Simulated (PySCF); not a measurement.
# Spinor energies of W²⁺ (tungsten, charge +2)

Start: [Xe] 4f14 5d3 6s1; 5d5/2 filled at m_j = +1/2, +3/2, +5/2; 6s1/2 filled at m_j = +1/2. Calculated with PySCF 2.14 in x2c-TZVPall-2c with one added diffuse shell each of s, p, d type (12s12p11d2f, 117 functions): generalised Hartree-Fock with the X2C-1e Hamiltonian and a Gaussian nucleus; spin-orbit coupling (SO) screened by Boettger's factors. This is a chosen level, not necessarily the ground level.

| spinor shell | electrons | ε, screened SO (eV) | weight of nominal j (screened SO) | rms radius, screened SO (bohr) |
| --- | --- | --- | --- | --- |
| 1s1/2 | 2 | -69898.8 | 1.000 | 0.0208 |
| 2s1/2 | 2 | -12219.4 | 1.000 | 0.0838 |
| 2p1/2 | 2 | -11664.8 | 1.000 | 0.0713 |
| 2p3/2 | 4 | -10306.5 | 1.000 | 0.0787 |
| 3s1/2 | 2 | -2890.8 | 1.000 | 0.214 |
| 3p1/2 | 2 | -2644.2 | 1.000 | 0.206 |
| 3p3/2 | 4 | -2345.4 | 1.000 | 0.221 |
| 3d3/2 | 4 | -1935.0 | 1.000 | 0.195 |
| 3d5/2 | 6 | -1870.5 | 1.000 | 0.199 |
| 4s1/2 | 2 | -643.95 | 1.000 | 0.478 |
| 4p1/2 | 2 | -540.37 | 1.000 | 0.487 |
| 4p3/2 | 4 | -470.42 | 1.000 | 0.520 |
| 4d3/2 | 4 | -299.83 | 1.000 | 0.544 |
| 4d5/2 | 6 | -286.59 | 1.000 | 0.556 |
| 5s1/2 | 2 | -112.94 | 1.000 | 1.14 |
| 5p1/2 | 2 | -79.271 | 0.970 | 1.27 |
| 5p3/2 | 4 | -68.472 | 0.979 | 1.36 |
| 4f5/2 | 6 | -70.502 | 0.989 | 0.667 |
| 4f7/2 | 8 | -68.289 | 0.991 | 0.670 |
| 5d5/2 | 3 | -28.559 | 0.645 | 1.95 |
| 6s1/2 | 1 | -23.690 | 0.949 | 2.97 |

```csv
quantity,screened SO
E (hartree),-16148.73022
M_J,5
⟨J²⟩,30.286
⟨L²⟩,13.681
⟨S²⟩,5.500
```

Each row is a mean over spinors that exchange with the open shell spreads, by up to 6.536 eV (5p3/2).

Rows whose weight is well below 1 are mixtures of j = l ± 1/2: exchange outweighs spin-orbit coupling there, and the label is only the starting occupation.

⟨J²⟩ departs a little from M_J(M_J + 1) because the unrestricted spinors polarise the closed shells.

Breit and QED terms are absent; they matter most for the inner s and p1/2 levels.

Densities and radii are taken from the X2C orbitals without a picture-change correction, which distorts them close to the nucleus.
